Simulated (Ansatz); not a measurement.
## A substitution series on Si: H to Br

On one Si centre, n of the H ligands are replaced by Br. The HOMO–LUMO gap y in eV at wB97M-V/def2-TZVPP. Shapes, held fixed at every level: PBE0-D4/def2-TZVP. Programs: Ansatz 0.2.0.

| molecule | n | y (eV) |
| --- | --- | --- |
| SiH4 | 0 | 14.86 |
| SiH3Br | 1 | 12.13 |
| SiH2Br2 | 2 | ? |
| SiHBr3 | 3 | 11.64 |
| SiBr4 | 4 | 11.17 |

Problem. Fit y = c + s·n to the known rows and predict SiH2Br2.

Solution. 
1. Means of the 4 rows: n = 2.00000, y = 12.450.
2. Σ(Δn)² = 10, Σ(Δn·Δy) = -7.87, so the slope is -7.87/10 = -0.787.
3. Intercept: 12.450 − (-0.787) × 2.00000 = 14.024. The largest residual of the fit is 1.11.
4. SiH2Br2: 14.024 + (-0.787) × 2 = 12.45 eV.

The run gave 12.11 eV, so the prediction is off by +0.34 eV, within the scatter of the fit. The steps per swap are uneven (-2.73, -0.02, -0.47, -0.47), so a line is a poor model. Other levels give for SiH2Br2: B3LYP-D4/def2-TZVPP 7.54; BHLYP-D4/def2-TZVPP 10.10; wB97X-V/def2-TZVPP 12.50 eV. Orbital gaps aren't excitation energies, and the LUMO depends on the basis. Relativity is left out for Br unless named.
